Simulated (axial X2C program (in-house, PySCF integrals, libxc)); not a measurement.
Potential curves of HBr, with spin–orbit coupling

Computed with an in-house relativistic program for diatomic molecules. Two-component (2c) means X2C with spin–orbit coupling and atomic mean-field two-electron Coulomb and Gaunt terms. Basis: Br dyall-cv4z [10s10p7d5f3g], H dyall-v4z [7s3p2d1f] (cores contracted in-house); Gaussian nuclei, density fitting, unrestricted open shells. Masses: Br 78.918 u, H 1.008 u.

State: Ω = 0 (closed shell). Energies in eV from the fragments at the same level (Br + H). Fits are polynomials in 1 − R0/R over 0.85 to 1.23 times the lowest point R0.

| R (Å) | MP2 | CCSD(T) | CCSD |
| --- | --- | --- | --- |
| 1.2345 | -3.2448 |  |  |
| 1.2913 | -3.5825 | -3.6122 | -3.5582 |
| 1.3339 | -3.7304 | -3.7660 | -3.7096 |
| 1.3764 | -3.8064 | -3.8485 | -3.7895 |
| 1.4190 | -3.8244 | -3.8735 | -3.8119 |
| 1.4687 | -3.7863 | -3.8444 | -3.7797 |
| 1.5183 | -3.6985 | -3.7667 | -3.6985 |
| 1.5822 | -3.5304 | -3.6132 | -3.5403 |
| 1.6602 | -3.2668 |  |  |
| 1.7738 | -2.8161 |  |  |
| 1.9298 | -2.1505 |  |  |
| 2.1285 | -1.3293 |  |  |

Correlated methods: 8 electrons correlated (number of frozen shells: Br 3 s, 2 p, 1 d; H none), 246 virtual spin orbitals or spinors in MP2, 110 natural virtuals in coupled cluster.

Occupations by symmetry block were frozen at the best pattern of an incomplete PBE0 search. The closed shell is kept restricted, so the energy runs too high when the bond is stretched far. De is counted from the lowest determinant-based energies of the atoms at the same level, without counterpoise correction. CCSD and (T) use frozen natural virtuals with an MP2 correction for the truncation; (T) itself is uncorrected, so its De runs slightly low. Coupled cluster ran on the points near the minimum only. MP2 and coupled cluster on one determinant become unreliable at the stretched end.

Q: What are Re, ωe and De at the MP2 level?

A: At MP2, 2c: Re = 1.412 Å, ωe ≈ 2710 cm⁻¹, De = 3.82 eV to Br + H; Be follows as 8.49 cm⁻¹.

Q: What are Re, ωe and De at the CCSD(T) level?

A: At CCSD(T), 2c: Re = 1.419 Å, ωe ≈ 2640 cm⁻¹, De = 3.87 eV to Br + H; Be follows as 8.41 cm⁻¹.

Q: Fit the CCSD curve near its minimum: give the equilibrium distance, the harmonic wavenumber and the well depth.

A: At CCSD, 2c: Re = 1.417 Å, ωe ≈ 2660 cm⁻¹, De = 3.81 eV to Br + H; Be follows as 8.44 cm⁻¹.
